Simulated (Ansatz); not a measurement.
A nudged elastic band was laid between two geometries of BClF2H3N + FH (10 atoms, charge 0, multiplicity 1).

Theory: RKS revPBE/def2-SVP (Ansatz).

| Property | Result |
| --- | --- |
| movable images | 9 |
| climbing image | yes |
| spring | 5.0 eV/Å² |
| optimiser | quadratic models (default) |
| start path | through a guess of the saddle point |
| force threshold | 0.05 eV/Å |
| iteration limit | 60 |
| end points | relaxed |

Initial state:

```xyz
10
Properties=species:S:1:pos:R:3
B 0.007 -1.092 0.105
Cl 1.873 -0.618 0.116
F -0.229 -2.153 -0.732
F -0.491 -1.211 1.378
H -0.379 1.090 -0.073
N -0.723 0.232 -0.560
H 1.390 1.257 0.843
F 0.800 2.013 0.941
H -0.502 0.315 -1.562
H -1.747 0.168 -0.455
```

Final state:

```xyz
10
Properties=species:S:1:pos:R:3
B -0.550 -1.205 -0.139
Cl 2.647 -0.124 1.268
F 0.195 -1.910 -0.992
F -0.807 -1.689 1.078
H 0.050 1.292 -0.099
N -1.089 0.078 -0.536
H 1.943 0.902 0.832
F 0.689 1.981 0.151
H -1.172 0.258 -1.541
H -1.908 0.417 -0.022
```

Task: Which bonds break or form, and what moves?

Result: Bonds broken: B1–Cl2, H5–N6, H7–F8. Bonds formed: Cl2–H7, H5–F8. BClF2H3N + FH becomes BF2H2N + ClH + FH.

Task: Give the energies along the band, and the barrier.

Result: The run converged. The highest image is number 6 of 0 to 10, 0.86 eV above the first end and 0.18 eV above the last; the last end lies 0.68 eV above the first. A vibrational analysis at the climbing image gives one clearly imaginary mode, 410i cm⁻¹: a first-order saddle point. The orbitals stay closed-shell, which can raise the energy where a bond breaks towards radicals; this wasn't checked here.

| image | path coordinate (Å) | energy (eV) | B1–Cl2 (Å) | H5–N6 (Å) | H7–F8 (Å) |
| --- | --- | --- | --- | --- | --- |
| 0 | 0.00 | 0.00 | 1.93 | 1.05 | 0.96 |
| 1 | 0.34 | 0.01 | 1.93 | 1.05 | 0.97 |
| 2 | 0.68 | 0.02 | 1.92 | 1.05 | 0.97 |
| 3 | 1.01 | 0.04 | 1.93 | 1.05 | 0.97 |
| 4 | 1.35 | 0.10 | 1.97 | 1.06 | 0.99 |
| 5 | 1.69 | 0.54 | 2.22 | 1.16 | 1.11 |
| 6 | 2.03 | 0.86 | 2.48 | 1.38 | 1.38 |
| 7 | 2.35 | 0.78 | 2.81 | 1.56 | 1.58 |
| 8 | 2.67 | 0.71 | 3.14 | 1.66 | 1.71 |
| 9 | 2.99 | 0.68 | 3.45 | 1.70 | 1.76 |
| 10 | 3.31 | 0.68 | 3.66 | 1.72 | 1.79 |

Task: What is the geometry of the highest image?

Result: 
```xyz
10
Properties=species:S:1:pos:R:3:forces:R:3
B -0.243 -1.122 0.007 -0.01 -0.01 -0.01
Cl 1.975 -0.377 0.832 0.00 0.00 0.00
F 0.201 -1.970 -0.935 0.00 0.00 0.01
F -0.728 -1.603 1.164 0.01 0.00 -0.01
H -0.018 1.279 -0.056 0.00 0.00 0.00
N -0.796 0.208 -0.454 0.00 0.01 0.00
H 1.508 0.948 0.658 0.00 0.00 0.00
F 0.702 2.009 0.316 0.00 0.00 0.00
H -0.873 0.252 -1.479 0.00 0.00 0.00
H -1.728 0.377 -0.052 0.00 -0.01 0.00
```

Task: What are the harmonic wavenumbers there?

Result: 410i, 5i, 179, 192, 195, 344, 380, 413, 471, 549, 722, 728, 880, 939, 978, 1110, 1291, 1302, 1407, 1530, 1551, 2096, 3424, 3511 cm⁻¹.

Run time: 2.9 min on 2 threads of Intel(R) Xeon(R) Platinum 8375C CPU @ 2.90GHz (Ice Lake), on a shared host, peak memory 0.17 GiB.
